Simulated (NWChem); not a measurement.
System: MoH$_{3}$F$_{3}$; SMILES [F][MoH3]([F])[F]

Output (shortened):

```
             Northwest Computational Chemistry Package (NWChem) 7.3.0
             --------------------------------------------------------

 C3  symmetry detected

                             Geometry "geometry" -> ""
                             -------------------------

 Output coordinates in angstroms (scale by  1.889725989 to convert to a.u.)

  No.       Tag          Charge          X              Y              Z
 ---- ---------------- ---------- -------------- -------------- --------------
    1 Mo                  42.0000     0.00000000     0.00000000     0.07811679
    2 F                    9.0000    -1.04338224     1.48645993    -0.28230421
    3 F                    9.0000     1.80900318     0.16036556    -0.28230421
    4 F                    9.0000    -0.76562094    -1.64682549    -0.28230421
    5 H                    1.0000    -0.89139235    -0.07896081     1.44710279
    6 H                    1.0000     0.37731411     0.81144882     1.44710279
    7 H                    1.0000     0.51407824    -0.73248801     1.44710279

 Effective nuclear repulsion energy (a.u.)     423.4444032762

      Symmetry information
      --------------------

 Group name             C3
 Group number              5
 Group order               3
 No. of unique centers     3

 Summary of "ao basis" -> "ao basis" (spherical)
 ------------------------------------------------------------------------------
       Tag                 Description            Shells   Functions and Types
 ---------------- ------------------------------  ------  ---------------------
 Mo                         def2-svp                11       31   5s3p2d1f
 F                          def2-svp                 6       14   3s2p1d
 H                          def2-svp                 3        5   2s1p

      Symmetry analysis of basis
      --------------------------

        a          32
        e+         28
        e-         28

  Rotation of axis

            General Information
            -------------------
          SCF calculation type: DFT
          Wavefunction type:  closed shell.
          No. of atoms     :     7
          No. of electrons :    44
           Alpha electrons :    22
            Beta electrons :    22
          Charge           :     0
          Spin multiplicity:     1
          Use of symmetry is: on ; symmetry adaption is: on
          Maximum number of iterations: 150
          AO basis - number of functions:    88
                     number of shells:    38
          Convergence on energy requested:  1.00D-06
          Convergence on density requested:  1.00D-05
          Convergence on gradient requested:  5.00D-04

              XC Information
              --------------
          PerdewBurkeErnzerhof Exchange Functional  1.000
            Perdew 1991 LDA Correlation Functional  1.000 local
           PerdewBurkeErnz. Correlation Functional  1.000 non-local

             Grid Information
             ----------------
          Grid used for XC integration:  medium
          Radial quadrature: Mura-Knowles
          Angular quadrature: Lebedev.
          Tag              B.-S. Rad. Rad. Pts. Rad. Cut. Ang. Pts.
          ---              ---------- --------- --------- ---------
          Mo                  1.45      123           8.0       590
          F                   0.50       49           9.0       434
          H                   0.35       45           8.0       434
          Grid pruning is: on
          Number of quadrature shells:   217
          Spatial weights used:  Erf1

      Superposition of Atomic Density Guess
      -------------------------------------

 Sum of atomic energies:        -376.66735906

      Non-variational initial energy
      ------------------------------

 Total energy =    -366.635051
 1-e energy   =    -891.773372
 2-e energy   =     344.942762
 HOMO         =      -0.301765
 LUMO         =      -0.050151

      Symmetry analysis of molecular orbitals - initial
      -------------------------------------------------

  Numbering of irreducible representations:

     1 a           2 e+          3 e-

  Orbital symmetries:

     1 a           2 e+          3 e+          4 a           5 e+
     6 e+          7 a           8 a           9 e+         10 e+
    11 a          12 e+         13 e+         14 e+         15 e+
    16 a          17 a          18 e+         19 e+         20 a
    21 e+         22 e+         23 e+         24 e+         25 a
    26 a          27 e+         28 e+         29 a          30 e+
    31 e+         32 a

     ---------------------------------------------
      Total Density - Mulliken Population Analysis
     ---------------------------------------------

    Atom       Charge   Shell Charges
 -----------   ------   -------------------------------------------------------
    1 Mo  14    11.58  -0.38  1.54  0.87  0.32  0.08  5.96  0.35  0.07  2.24  0.48  0.06
    2 F    9     9.66   1.99  1.15  0.81  3.54  2.16  0.00
    3 F    9     9.66   1.99  1.15  0.81  3.54  2.16  0.00
    4 F    9     9.66   1.99  1.15  0.81  3.54  2.16  0.00
    5 H    1     1.15   0.75  0.38  0.02
    6 H    1     1.15   0.75  0.38  0.02
    7 H    1     1.15   0.75  0.38  0.02

   convergence    iter        energy       DeltaE   RMS-Dens  Diis-err
 ---------------- ----- ----------------- --------- --------- ---------
 d= 0,ls=0.0,diis     1   -368.6681207300 -5.49D+02  5.68D-02  3.16D+00
 d= 0,ls=0.0,diis     2   -362.1270476805  6.54D+00  4.36D-02  5.73D+01
 d= 0,ls=0.0,diis     3   -369.0372501365 -6.91D+00  9.93D-03  4.84D-01
 d= 0,ls=0.0,diis     4   -369.0529697319 -1.57D-02  5.24D-03  3.92D-01
 d= 0,ls=0.0,diis     5   -369.0994705598 -4.65D-02  7.02D-04  1.44D-02
  Resetting Diis
 d= 0,ls=0.0,diis     6   -369.1010146774 -1.54D-03  1.71D-04  7.43D-04
 d= 0,ls=0.0,diis     7   -369.1010897066 -7.50D-05  2.53D-04  5.39D-05
 d= 0,ls=0.0,diis     8   -369.1010127657  7.69D-05  1.92D-04  6.45D-04
 d= 0,ls=0.0,diis     9   -369.1010958019 -8.30D-05  2.26D-05  1.27D-05
 d= 0,ls=0.0,diis    10   -369.1010967178 -9.16D-07  8.73D-06  1.31D-06

         Total DFT energy =     -369.101096717804
      One electron energy =     -894.428404254685
           Coulomb energy =      385.134476190831
    Exchange-Corr. energy =      -40.002727569810
 Nuclear repulsion energy =      180.195558915859

 Numeric. integr. density =       44.000002633563

                  Occupations of the irreducible representations
                  ----------------------------------------------

                     irrep           alpha         beta
                     --------     --------     --------
                     a                 8.0          8.0
                     e+               14.0         14.0
                     e-                0.0          0.0

                       DFT Final Molecular Orbital Analysis
                       ------------------------------------

 Vector   20  Occ=2.000000D+00  E=-3.750589D-01  Symmetry=a
              MO Center=  5.5D-14, -6.2D-14, -2.8D-01, r^2= 3.7D+00
   Bfn.  Coefficient  Atom+Function         Bfn.  Coefficient  Atom+Function
  ----- ------------  ---------------      ----- ------------  ---------------
    50      0.386734  3 F  py                63      0.352062  4 F  px
    35     -0.317781  2 F  px                53     -0.273419  3 F  py
    66     -0.248906  4 F  px                38      0.224670  2 F  px
    36     -0.223056  2 F  py                64     -0.163678  4 F  py
    39      0.157699  2 F  py                67      0.115720  4 F  py

 Vector   21  Occ=2.000000D+00  E=-2.620433D-01  Symmetry=e+
              MO Center= -6.0D-03,  5.2D-02,  5.6D-01, r^2= 2.4D+00
   Bfn.  Coefficient  Atom+Function         Bfn.  Coefficient  Atom+Function
  ----- ------------  ---------------      ----- ------------  ---------------
    18      0.405550  1 Mo d  1              16      0.348623  1 Mo d -1
    84     -0.312331  7 H  s                 85     -0.252804  7 H  s
    37      0.247149  2 F  pz                74      0.224881  5 H  s
    75      0.182015  5 H  s                 40     -0.177813  2 F  pz
    51     -0.177928  3 F  pz                36      0.129700  2 F  py

 Vector   22  Occ=2.000000D+00  E=-2.620433D-01  Symmetry=e+
              MO Center=  6.0D-03, -5.2D-02,  5.6D-01, r^2= 2.4D+00
   Bfn.  Coefficient  Atom+Function         Bfn.  Coefficient  Atom+Function
  ----- ------------  ---------------      ----- ------------  ---------------
    16      0.405550  1 Mo d -1              18     -0.348623  1 Mo d  1
    79      0.310160  6 H  s                 80      0.251043  6 H  s
    65     -0.245418  4 F  pz                74     -0.230814  5 H  s
    75     -0.186826  5 H  s                 51      0.182656  3 F  pz
    68      0.176569  4 F  pz                64      0.143842  4 F  py

 Vector   23  Occ=0.000000D+00  E=-1.358748D-01  Symmetry=e+
              MO Center=  1.8D-02, -1.6D-01,  5.3D-02, r^2= 1.9D+00
   Bfn.  Coefficient  Atom+Function         Bfn.  Coefficient  Atom+Function
  ----- ------------  ---------------      ----- ------------  ---------------
    15      0.627859  1 Mo d -2              19      0.425519  1 Mo d  2
    18     -0.258620  1 Mo d  1              16     -0.222298  1 Mo d -1
    63     -0.199499  4 F  px                85     -0.182630  7 H  s
    50      0.167650  3 F  py                66      0.150302  4 F  px
    64      0.135795  4 F  py                 6      0.132681  1 Mo px

 Vector   24  Occ=0.000000D+00  E=-1.358748D-01  Symmetry=e+
              MO Center= -1.8D-02,  1.6D-01,  5.3D-02, r^2= 1.9D+00
   Bfn.  Coefficient  Atom+Function         Bfn.  Coefficient  Atom+Function
  ----- ------------  ---------------      ----- ------------  ---------------
    19      0.627859  1 Mo d  2              15     -0.425519  1 Mo d -2
    16      0.258620  1 Mo d -1              18     -0.222298  1 Mo d  1
    50     -0.181108  3 F  py                80     -0.181371  6 H  s
    35     -0.175917  2 F  px                36     -0.166789  2 F  py
    53      0.137413  3 F  py                75      0.134954  5 H  s

 Vector   25  Occ=0.000000D+00  E=-1.217011D-01  Symmetry=a
              MO Center= -8.0D-15, -1.0D-16,  1.2D-01, r^2= 2.6D+00
   Bfn.  Coefficient  Atom+Function         Bfn.  Coefficient  Atom+Function
  ----- ------------  ---------------      ----- ------------  ---------------
    17      0.749295  1 Mo d  0               4      0.343960  1 Mo s
    22      0.224875  1 Mo d  0               8      0.193578  1 Mo pz
    75     -0.173577  5 H  s                 80     -0.173577  6 H  s
    85     -0.173577  7 H  s                 37     -0.153463  2 F  pz
    51     -0.153463  3 F  pz                65     -0.153463  4 F  pz

     ---------------------------------------------
      Total Density - Mulliken Population Analysis
     ---------------------------------------------

    Atom       Charge   Shell Charges
 -----------   ------   -------------------------------------------------------
    1 Mo  14    13.26  -0.40  1.62  0.82  0.31  0.01  6.00  0.44  0.12  3.63  0.65  0.07
    2 F    9     9.27   1.99  1.14  0.82  3.31  2.01  0.00
    3 F    9     9.27   1.99  1.14  0.82  3.31  2.01  0.00
    4 F    9     9.27   1.99  1.14  0.82  3.31  2.01  0.00
    5 H    1     0.97   0.69  0.26  0.02
    6 H    1     0.97   0.69  0.26  0.02
    7 H    1     0.97   0.69  0.26  0.02

     -------------------------------------------
      Total Density - Lowdin Population Analysis
     -------------------------------------------

    Atom       Charge   Shell Charges
 -----------   ------   -------------------------------------------------------
    1 Mo  14    13.91   0.00  0.97  0.94  0.31  0.12  5.63  0.89  0.25  3.31  1.37  0.11
    2 F    9     9.09   1.98  1.03  0.75  3.19  2.13  0.01
    3 F    9     9.09   1.98  1.03  0.75  3.19  2.13  0.01
    4 F    9     9.09   1.98  1.03  0.75  3.19  2.13  0.01
    5 H    1     0.94   0.59  0.30  0.05
    6 H    1     0.94   0.59  0.30  0.05
    7 H    1     0.94   0.59  0.30  0.05

     Multipole analysis of the density
     ---------------------------------

     L   x y z        total         alpha         beta         nuclear
     -   - - -        -----         -----         ----         -------
     0   0 0 0      0.000000    -22.000000    -22.000000     44.000000

     1   1 0 0      0.000000      0.000000      0.000000      0.000000
     1   0 1 0      0.000000      0.000000      0.000000     -0.000000
     1   0 0 1     -0.274833      1.929254      1.929254     -4.133341

     2   2 0 0    -31.734102    -97.514174    -97.514174    163.294246
     2   1 1 0      0.000000      0.000000      0.000000     -0.000000
     2   1 0 1      0.000000      0.000000      0.000000     -0.000000
     2   0 2 0    -31.734102    -97.514174    -97.514174    163.294246
     2   0 1 1      0.000000      0.000000      0.000000      0.000000
     2   0 0 2    -27.634848    -29.029325    -29.029325     30.423803
```

Level: PBE/def2-SVP with def2 effective core potentials on Mo. All runs use the structure optimised with PBE0/def2-SVP. def2 effective core potentials on Mo; no spin-orbit coupling.

Q: Reconstruct the input file.

A: Several could match; the one computed here: the input that was run:
```
start job
memory heap 200 mb stack 900 mb global 1100 mb
geometry units angstroms noautoz
  Mo     0.000000     0.000000    -0.102584
  F     -1.458718     1.081828    -0.463005
  F      1.666249     0.722373    -0.463005
  F     -0.207531    -1.804201    -0.463005
  H     -0.821069    -0.355895     1.266402
  H      0.102320     0.889014     1.266402
  H      0.718748    -0.533119     1.266402
end
basis spherical
  * library def2-svp
end
ecp
  Mo library def2-ecp
end
dft
  xc xpbe96 cpbe96
  iterations 150
  mulliken
end
task dft energy
```
